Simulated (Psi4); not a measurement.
Predicting a hybrid from its neighbours: BaF

BaF has 2 atoms, charge 0, and is taken as a doublet. As SMILES, `[F][Ba]`. The coordinates come from a PBE0-D4/def2-TZVP relaxation.

The dipole moment y, in D, basis def2-TZVP with a core potential; a is the functional's share of exact exchange. Programs: Psi4 1.11.

| functional | program | a | y (D) |
| --- | --- | --- | --- |
| UBLYP | Psi4 | 0 | 3.16 |
| U-r2SCAN | Psi4 | 0 | 2.99 |
| UTPSSh | Psi4 | 0.1 | 2.62 |
| UB3LYP | Psi4 | 0.2 | 3.22 |
| UPBE0 | Psi4 | 0.25 | ? |
| UBHLYP | Psi4 | 0.5 | 3.19 |

Problem. Fit y = c + s·a to the known rows and predict UPBE0.

Solution. 
1. Means of the 5 rows: a = 0.1600, y = 3.036.
2. Σ(Δa)² = 0.172, Σ(Δa·Δy) = 0.0722, so the slope is 0.0722/0.172 = 0.41977.
3. Intercept: 3.036 − (0.41977) × 0.1600 = 2.969. The largest residual of the fit is 0.39.
4. UPBE0: 2.969 + (0.41977) × 0.25 = 3.07 D.

The run gave 2.88 D, so the prediction is off by +0.19 D, within the largest residual. The slope is small against the scatter, so the share of exact exchange doesn't decide this property here.
